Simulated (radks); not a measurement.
Results of a calculation; reference values are marked as such.
Isoelectronic series with 15 electrons, each ion in its NIST ground configuration. Level of theory: scalar-relativistic Kohn-Sham, PBE, spin-polarised, spherical densities, finite nucleus; open shells are filled with parallel spins first (spin-orbit coupling, left out, can overturn this in heavy ions); Fermi nuclear charge, rms radius of each element as measured or else 0.836 A^(1/3) + 0.57 fm (a radial shooting solver on a logarithmic mesh with Libxc functionals). Total energies (hartree) and orbital eigenvalues (hartree):

| ion | configuration | E (hartree) | 3p up | 3s down | 3s up | 2p down |
|---|---|---|---|---|---|---|
| P | [Ne] 3s2 3p3 | -341.97064 | -0.23089 | -0.44390 | -0.54395 | -4.54867 |
| Ar3+ | [Ne] 3s2 3p3 | -526.14306 | -1.89680 | -2.30108 | -2.47500 | -10.19154 |
| Sc6+ | [Ne] 3s2 3p3 | -752.27557 | -4.64669 | -5.25598 | -5.49560 | -18.20276 |
| Cr9+ | [Ne] 3s2 3p3 | -1020.55969 | -8.43295 | -9.26000 | -9.56248 | -28.52328 |
| Co12+ | [Ne] 3s2 3p3 | -1331.31777 | -13.24446 | -14.30564 | -14.66968 | -41.14308 |
| Zn15+ | [Ne] 3s2 3p3 | -1684.95395 | -19.07948 | -20.39621 | -20.82123 | -56.06532 |
| As18+ | [Ne] 3s2 3p3 | -2081.94335 | -25.94018 | -27.54012 | -28.02588 | -73.29915 |
| Kr21+ | [Ne] 3s2 3p3 | -2522.83185 | -33.83093 | -35.74904 | -36.29555 | -92.85746 |
| Mo27+ | [Ne] 3s2 3p3 | -3538.84609 | -52.72750 | -55.42198 | -56.09058 | -139.0129 |
| Rh30+ | [Ne] 3s2 3p3 | -4115.43554 | -63.74865 | -66.92231 | -67.65248 | -165.6485 |
| Cd33+ | [Ne] 3s2 3p3 | -4738.85857 | -75.83034 | -79.56033 | -80.35251 | -194.6855 |
| Sb36+ | [Ne] 3s2 3p3 | -5410.06713 | -88.98278 | -93.36084 | -94.21556 | -226.1485 |
| Xe39+ | [Ne] 3s2 3p3 | -6130.10492 | -103.2171 | -108.3515 | -109.2694 | -260.0643 |
